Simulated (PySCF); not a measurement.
**Electric field gradients and quadrupole coupling constants**

Compound: C3H9F3S2Si2.
Numbering: `[CH3:1][S:2][C@@H:3]([S:4][SiH2:5][SiH3:6])[C:7]([F:8])([F:9])[F:10]` (hydrogens: H11, H12, H13 on C1; H14 on C3; H15, H16 on Si5; H17, H18, H19 on Si6)

Structure used (GFN2-xTB), in Å, numbered top down from 1:
```
atom  x, y, z in Å
C1    -2.914   -1.424   -0.732
S2    -1.710   -0.417   -1.636
C3    -1.190    0.652   -0.243
S4    -0.407   -0.220    1.142
Si5    1.412   -1.105    0.272
Si6    3.246    0.280    0.579
C7    -0.306    1.747   -0.798
F8     0.744    1.282   -1.493
F9     0.203    2.530    0.164
F10   -0.979    2.561   -1.622
H11   -2.440   -1.810    0.166
H12   -3.784   -0.822   -0.486
H13   -3.192   -2.237   -1.393
H14   -2.083    1.125    0.174
H15    0.968   -1.463   -1.071
H16    1.391   -2.340    1.057
H17    3.759    0.130    1.945
H18    2.980    1.700    0.359
H19    4.293   -0.161   -0.344
```

Field gradients from the PBE0/pcSseg-1 density (PySCF, non-relativistic), principal values in atomic units, ordered |Vxx| ≤ |Vyy| ≤ |Vzz|:

```csv
atom,Vxx,Vyy,Vzz
S2,0.6334,2.5849,-3.2183
S4,0.0475,2.3670,-2.4146
```

Task: Find the asymmetry η = (Vxx − Vyy)/Vzz and the couplings χ = eQV/h (234.96 MHz × Q in barn × V in au), with Q(33S) = −0.0678 b.

Result: 
| atom | environment | nucleus | η | χzz (MHz) | χxx (MHz) | χyy (MHz) |
| --- | --- | --- | --- | --- | --- | --- |
| S2 | sulfide sulfur | 33S | 0.61 | 51.27 | -10.09 | -41.18 |
| S4 | sulfur bonded to C and Si | 33S | 0.96 | 38.47 | -0.76 | -37.71 |

At S4 η is above 0.9: Vyy and Vzz are nearly equal in size and opposite in sign, so a small change could swap them and flip the sign of χzz. The tensor is traceless: Vxx + Vyy + Vzz = 0.

Task: What is Vzz at S2 in SI units (1 au = 9.71736 × 10²¹ V/m²)?

Result: -3.2183 au = -31.273 × 10²¹ V/m².

Task: And the gradient at the other heavy atoms, for which no coupling is worked out here?

Result: 
| atom | environment | Vzz (au) | η |
| --- | --- | --- | --- |
| C1 | S-methyl carbon | 0.302 | 0.14 |
| C3 | sp3 carbon bound to sulfur | -0.201 | 0.76 |
| Si5 | SiH2 silicon | 0.755 | 0.16 |
| Si6 | SiH3 silicon | 0.160 | 0.39 |
| C7 | CF3 carbon | -0.422 | 0.05 |
| F8 | fluorine of a CF3 group | 2.876 | 0.05 |
| F9 | fluorine of a CF3 group | 2.947 | 0.05 |
| F10 | fluorine of a CF3 group | 2.940 | 0.05 |

Task: What couplings would deuterons (Q(2H) = 0.00286 b) have in place of the hydrogens, at this geometry?

Result: 
```
atom  bonded to  bond length (Å)  Vzz (au)     η  χzz (kHz)
 H11         C1            1.087    0.3046  0.03        205
 H12         C1            1.086    0.3138  0.04        211
 H13         C1            1.084    0.3183  0.05        214
 H14         C3            1.093    0.2924  0.03        196
 H15        Si5            1.459    0.1641  0.02        110
 H16        Si5            1.464    0.1628  0.03        109
 H17        Si6            1.467    0.1613  0.00        108
 H18        Si6            1.462    0.1638  0.00        110
 H19        Si6            1.464    0.1634  0.01        110
```

Isolated species at its GFN2-xTB geometry (one conformer only). GFN2-xTB frequencies show an imaginary mode (28i cm⁻¹), so this geometry is no minimum at that level. GFN2-xTB bond lengths can be off by several hundredths of an ångström, more for odd bonds, and the gradients follow them. With so small a basis the couplings can be 20 % off.
